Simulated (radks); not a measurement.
The numbers below are computed, except where a source is named.
Task: Species: Nb I. Configuration: [Kr] 4d4 5s1. Level of theory: scalar-relativistic Kohn-Sham, PBE, spin-unpolarised, spherical densities, point nucleus (a radial shooting solver on a logarithmic mesh with Libxc functionals). Some entries of the table are withheld. Estimate them.

orbital  occ.  eigenvalue (eV)  <r^2> (bohr^2)  r(max) (bohr)
1s          2        -18808.59        0.001757        0.02349
2s          2        -2630.845         0.02944         0.1332
2p          6              (1)         0.02318         0.1064
3s          2        -438.9530          0.2251         0.3956
3p          6        -346.8418          0.2314         0.3894
3d         10              (2)          0.2261         0.3346
4s          2              (3)           1.525          1.032
4p          6         -34.5211           1.952          1.124
5s          1          -3.9821           16.01          3.082
4d          4          -3.0404           6.277            (4)

Result: 
(1) 2p eigenvalue (eV): -2349.075
(2) 3d eigenvalue (eV): -196.2909
(3) 4s eigenvalue (eV): -58.3939
(4) 4d r(max) (bohr): 1.496
